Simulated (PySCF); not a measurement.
## Pd²⁺ (palladium, charge +2): UHF calculation

Configuration: [Kr] 4d7 5s1, 5s spin antiparallel (an excited configuration). Calculation: PySCF 2.14, in x2c-TZVPPall; scalar relativity by spin-free X2C-1e.

```
Total energy                        : -5041.612838 hartree
One-electron energy                 : -6911.3549 hartree
Hartree (Coulomb) energy            : 2011.8856 hartree
Exchange energy                     : -142.1435 hartree
⟨S²⟩                                : 3.0054
⟨L²⟩                                : 12.049
Sum of ⟨r⟩                          : 27.57 bohr
Sum of ⟨r²⟩                         : 34.48 bohr²
Langevin diamagnetic susceptibility : -27.3 ×10⁻⁶ cm³/mol
```

| shell | electrons | mean orbital energy (eV) | spread (eV) | rms radius, mean of both spins (bohr) |
| --- | --- | --- | --- | --- |
| 1s β | 1 | -24505.8 | 0 | 0.0365 |
| 1s α | 1 | -24505.7 | 0 | 0.0365 |
| 2s α | 1 | -3689.2 | 0 | 0.150 |
| 2s β | 1 | -3688.2 | 0 | 0.150 |
| 2p α | 3 | -3305.4 | 0 | 0.133 |
| 2p β | 3 | -3304.4 | 0 | 0.133 |
| 3s α | 1 | -727.09 | 0 | 0.403 |
| 3s β | 1 | -726.72 | 0 | 0.403 |
| 3p α | 3 | -597.60 | 0 | 0.406 |
| 3p β | 3 | -597.00 | 0 | 0.406 |
| 3d α | 5 | -391.83 | 0.353 | 0.389 |
| 3d β | 5 | -390.38 | 1.334 | 0.389 |
| 4s α | 1 | -138.36 | 0 | 1.00 |
| 4s β | 1 | -132.91 | 0 | 1.00 |
| 4p α | 3 | -99.040 | 0 | 1.10 |
| 4p β | 3 | -91.827 | 0 | 1.10 |
| 4d α | 5 | -40.115 | 1.261 | 1.42 |
| 4d β | 2 | -37.611 | 0 | 1.42 |
| 5s β | 1 | -24.213 | 0 | 2.83 |

With the s spin flipped the determinant is a mixture of two multiplicities, not a spectroscopic state.

Densities and radii are taken from the X2C orbitals without a picture-change correction, which distorts them close to the nucleus.

Spin-orbit constants ζ (cm⁻¹) from the X2C one-electron operator on these orbitals: bare nucleus, nucleus screened by l(l+1)(2l+1)/3 electrons, and screened by the Breit-Pauli mean field of the electrons.

```json
{"shell": "2p", "bare": "860200", "screened nucleus": "822800", "mean field": "806200"}
{"shell": "3p", "bare": "151900", "screened nucleus": "145300", "mean field": "141900"}
{"shell": "3d", "bare": "22250", "screened nucleus": "17410", "mean field": "16650"}
{"shell": "4p", "bare": "23320", "screened nucleus": "22300", "mean field": "21720"}
{"shell": "4d", "bare": "2245", "screened nucleus": "1757", "mean field": "1636"}
```
